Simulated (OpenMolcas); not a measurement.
## Zr+: effect of the IPEA shift

```yaml
Program: OpenMolcas 26.06
Basis: ANO-RCC-VTZP [7s6p4d2f1g]
Scalar_Hamiltonian: DKH2, point nucleus
Active_space: 3 electrons in 9 orbitals (RAS2 4d 5s; RAS3 5p, at most 2 electrons)
State_averaging: 2S+1 = 4 even, 20 roots; 2S+1 = 2 even, 70 roots kept (CI in the orbitals of an earlier block); 2S+1 = 4 odd, 45 roots; 2S+1 = 2 odd, 87 roots kept (CI in the orbitals of an earlier block, 80 in the spin-orbit step)
Spin-orbit_coupling: state interaction with AMFI integrals over the reference wave functions, term energies averaged over their components
```

Methods on the same reference wave functions:
A. RASSCF
B. MS-RASPT2, IPEA 0 Eh, imaginary shift 0.1 Eh (closed shells correlated: 4s 4p)
C. MS-RASPT2, IPEA 0.25 Eh, imaginary shift 0.1 Eh (closed shells correlated: 4s 4p)

Energies in cm-1 above 4d2 5s 4F 3/2, the measured ground level; measured values from NIST Handbook of Basic Atomic Spectroscopic Data.

| Level | A | B | C | Measured |
| --- | --- | --- | --- | --- |
| 4d2 5s 4F 3/2 | 0.0 | 0.0 | 0.0 | 0.0 |
| 4d2 5s 4F 5/2 | 302 | 309 | 306 | 315 |
| 4d2 5s 4F 7/2 | 725 | 742 | 735 | 763 |
| 4d2 5s 4F 9/2 | 1255 | 1273 | 1266 | 1323 |
| 4d3 4F 3/2 [64 %] | 3162 | 2580 | 2790 | 2572 |
| 4d3 4F 5/2 | 3493 | 3040 | 3180 | 2895 |
| 4d3 4F 7/2 | 3922 | 3560 | 3640 | 3300 |
| 4d3 4F 9/2 | 4423 | 4040 | 4130 | 3758 |
| 4d2 5s 2D 3/2 [59 %] | 5752 | 3290 | 3750 | 4248 |
| 4d2 5s 2D 5/2 | 5980 | 3560 | 4050 | 4505 |
| 4d2 5s 2F 5/2 | 7251 | 5620 | 5820 | 5753 |
| 4d3 2P 1/2 | 7608 | 4910 | 5600 |  |
| 4d2 5s 2F 7/2 | 7912 | 6310 | 6510 | 6468 |
| 4d3 2P 3/2 | 7989 | 5300 | 5970 |  |
| 4d2 5s 4P 1/2 | 8954 | 7670 | 7790 |  |
| 4d2 5s 4P 3/2 | 9169 | 7880 | 8000 |  |
| 4d2 5s 4P 5/2 | 9488 | 8180 | 8310 |  |
| 4d3 2G 7/2 | 10409 | 7600 | 8220 |  |
| 4d3 2G 9/2 | 10706 | 7880 | 8500 |  |
| 4d3 4P 1/2 | 12184 | 9730 | 10050 |  |
| 4d3 4P 3/2 | 12381 | 9920 | 10240 |  |
| 4d3 4P 5/2 | 12611 | 10160 | 10470 |  |
| 4d3 2H 9/2 | 16147 | 12530 | 13010 |  |
| 4d 5s2 2D 3/2 [55 %] | 16373 | 15070 | 13640 |  |

Deviations, from unrounded energies. A percentage is the sum of absolute deviations over the sum of measured energies, with the sign that they share, or ± where signs differ.

```
                        Against measurement  Levels      A      B     C
             mean absolute deviation (cm-1)      11    770    270   210
      fine structure of the ground term (%)       3   -5.0   -3.2  -3.9
other terms of the ground configuration (%)       4  +28.2  -10.5  ±5.1
                   other configurations (%)       4  +19.8   +5.6  +9.6
```

C lies closest to measurement on these levels and A furthest from it. The largest miss of C in the table is 4d2 5s 2D 3/2 [59 %], by -500 cm-1. The ranking rests on the paired levels alone, and a cruder setting can come out closer through cancelling errors.

Between B and C the level of the table that moves most is 4d 5s2 2D 3/2 [55 %], by 1400 cm-1 (lowest in C, highest in B). Moves below CASPT2's spread within the term are not significant.

The mean deviations of B to C differ by less than CASPT2's widest spread within a term (1200 cm-1), so their order carries little weight.

From A to B the spin-free energies of the other terms of 4d2 5s shown, above 4F, scale by factors of 0.49 to 0.85.

The lowest spin-free term lies below A's lowest term by 0.295 hartree in B, 0.287 hartree in C.

CASPT2 breaks the degeneracy within a term, and the mean is taken; among the terms shown or strongly mixed into the levels shown the widest spread is 1200 cm-1 (4d2 5s 2F, B). Some high roots are left out of the spin-orbit mixing, which shifts the levels that they would mix with. Terms from blocks run as CI alone lack orbitals of their own. Configurations are named by rounded mean occupations; where the s occupation lies near a half they are strongly mixed, a name can repeat and a true partner stay unpaired. A single d shell beside an s shell can misplace configurations of different d count against each other. The CASPT2 spread within a term exceeds the gap to the next term for 4d2 5s 2D and 4d3 4F, 4d3 2P and 4d2 5s 2F, 4d3 2G and 4d2 5s 4P and others, so the order of their levels is uncertain, and so are names and mixing where such terms share a J (figures for B; the like holds for C). Without dynamic correlation excited terms often stand tens of per cent too high (terms of higher spin than the ground term too low), and those without a measured partner can miss by more than the paired ones (holds for A). Blocks of more than 70 roots (2S+1 = 2 odd) ran without multistate coupling (holds for B; C). Some levels mix across a computed gap that differs much from the measured one, so their mixing is not that of the real levels (holds for B; C). Some terms miss by over 15 % even with CASPT2, which points to a basis or an active space too small for the shells correlated (holds for B). Computed and measured levels are paired by configuration, term and J; levels that our copy of the source lacks, or whose pairing is in doubt (as where it misses far off the trend of its configuration), stay unpaired and out of the deviations. Only configurations of the active space appear. Levels that lie high or do not pair safely by name in every column are left out.

A share in square brackets marks a mixed level and gives the weight of the term that names it, the lowest over the columns.
